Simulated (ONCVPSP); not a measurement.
# tantalum (Ta), ONCV: configuration errors across variants

- Element: tantalum (Ta)
- Generator: ONCVPSP 4.0.1
- Type: optimised norm-conserving Vanderbilt (ONCV)
- Functional: Wu-Cohen
- Relativity: scalar-relativistic
- Frozen core: [Kr] 4d10 4f14
- Valence charge: 13
- Reference configuration: 5s2 5p6 5d3 6s0.5 (charge +1.5)
- Partial waves: 5s+6s: rc 1.65 bohr, ncon 3, nbas 7, qcut 8.7 1/bohr, 2 projectors; 5p: rc 1.45 bohr, ncon 3, nbas 7, qcut 6.4 1/bohr, 2 projectors, debl 2.9 Ha; 5d: rc 2.60 bohr, ncon 3, nbas 8, qcut 5.9 1/bohr, 1 projector
- Local potential: polynomial inside 1.35 bohr (lpopt 3, dvloc0 0 Ha)
- Core correction: polynomial model core, fcfact 0.4

All-electron excitation energies from the reference (eV): (1) 5s2 5p6 5d3 6s2 -15.172; (2) 5s2 5p6 5d3 6s1 -6.651; (3) 5s2 5p6 5d3 6s0 8.314; (4) 5s2 5p6 5d2 6s2 6p1 -12.122.

1 further variants failed, have other tests or too few solved ones, and are left out.

Errors AE − PS in meV (a dash: test not solved or not reliable):

| change | (1) | (2) | (3) | (4) | bound ghosts | GHOST(+) flags above zero |
| --- | --- | --- | --- | --- | --- | --- |
| base | +4.2 | +1.9 | -3.2 | +12 | none | s |
| p: qcut 5.5 | +4.3 | +1.9 | -3.2 | +11 | none | s |
| local potential polynomial inside 1.35 bohr (lpopt 3, dvloc0 7 Ha) | +4.3 | +1.9 | -3.2 | +12 | none | none |
| s: qcut 7.5; p: qcut 5.5; d: qcut 5.1 | +4.6 | +1.8 | -3.5 | +24 | none | s |
| core correction polynomial model core, fcfact 0.84 | +4.1 | +1.8 | -3.2 | +11 | none | s |

Give the same row for: local potential polynomial inside 1.10 bohr (lpopt 1, dvloc0 1 Ha).

+4.3, +1.9, -3.2, +12; bound ghosts: none; GHOST(+) flags above zero: s.
